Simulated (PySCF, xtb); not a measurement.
WO2Cl, SMILES [O]=[W](=[O])[Cl] (connectivity only; charge and spin as stated), neutral, multiplicity 2.

Harmonic wavenumbers (cm⁻¹) from GFN2-xTB (xtb) at its own minimum, in rising order: 25, 152, 228, 380, 826, 851.

Q: What does B3LYP-D3(BJ)/def2-SVP in PySCF give at its own minimum? (An estimate is asked for; the answer gives what the named calculation found.)

A: 81, 152, 310, 418, 986, 1030. Paired by order, the mean absolute difference is 86 cm⁻¹ and the zero-point energies are 3.5 and 4.3 kcal/mol.
